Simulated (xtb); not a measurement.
SeF3, SMILES F[Se+](F)F, charge +1. All values are semi-empirical tight-binding results from xtb (GFN2-xTB unless named), good for trends rather than for accurate numbers. Coordinates come from a GFN2-xTB optimisation. The spin state was assumed, not searched. The isomer is the one that the SMILES or the coordinates give; other isomers of the formula were not compared.

Computed properties:
```yaml
point_group_as_xtb_finds_it: C3v
orbital_gap: 6.21 eV
zero_point_energy: 3.4 kcal/mol
G − E(el) at 298.15 K (modified RRHO): -13.9 kcal/mol
static polarisability (D4 model): 35.8 bohr³
solvation energy, GFN2-xTB/ALPB(water): -67.6 kcal/mol
solvation energy, GFN2-xTB/ALPB(ether): -46.7 kcal/mol
```
